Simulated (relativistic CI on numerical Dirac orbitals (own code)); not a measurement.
Computed by Dirac-Coulomb-Breit CI, KLI orbitals optimised for each configuration, a model potential for QED, unscaled Slater integrals (own radial code, finite nucleus).

The strongest absorption lines from the ground level of an ion, among the configurations computed and to levels below about 514 eV (vacuum wavelength in Å, gf): 51.807 (0.74), 52.273 (4.5), 53.911 (1.5), 57.106 (4.6), 63.622 (1.4), 68.414 (0.85), 72.017 (1.1), 73.924 (0.73).

(1) Which ion is it?
A. Yb XXXIV
B. Yb XXXII
C. Os XL
D. Gd XXVIII

Answers

(1) A. Yb XXXIV has 37 electrons and the ground level 4s2 4p6 4d 2D_3/2; the strongest line goes to 4s2 4p5 4d2 2F°_5/2. The pattern of lines fixes the number of electrons, and along that sequence the line energies rise steadily with the charge (about as its square where n changes within one kind of shell, about linearly where n is kept but much faster in heavy ions where fine structure, which grows about as Z⁴, sets the gap, and irregularly where shells cross), which fixes Z. Configurations outside the model, such as inner-shell arrays, can give stronger lines. At this charge energies of transitions that change n are usually good to better than 1 %, and those within a shell (Δn = 0) to a few per cent.

LS names give the leading component of a level, which can be under half, so a name can repeat, a term be missing and a line seem to break the LS rules.
